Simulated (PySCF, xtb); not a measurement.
BH₂O₃, SMILES OB([O])O, multiplicity 2. One conformer was computed; it need not be the lowest.

Harmonic wavenumbers (cm⁻¹) from GFN2-xTB run with xtb 6.7.1 at its own minimum, in rising order: 288, 348, 385, 405, 557, 835, 898, 988, 1034, 1313, 3603, 3607.

Problem. What does PySCF with ωB97X-D3(BJ)/def2-SVP give at its own minimum? (Estimate from the structure and the level; the computed values follow.)

Solution. 81, 389, 410, 437, 659, 886, 905, 984, 1459, 1483, 3944, 3951. Paired by order, the mean absolute difference is 146 cm⁻¹ and the zero-point energies are 20.4 and 22.3 kcal/mol.
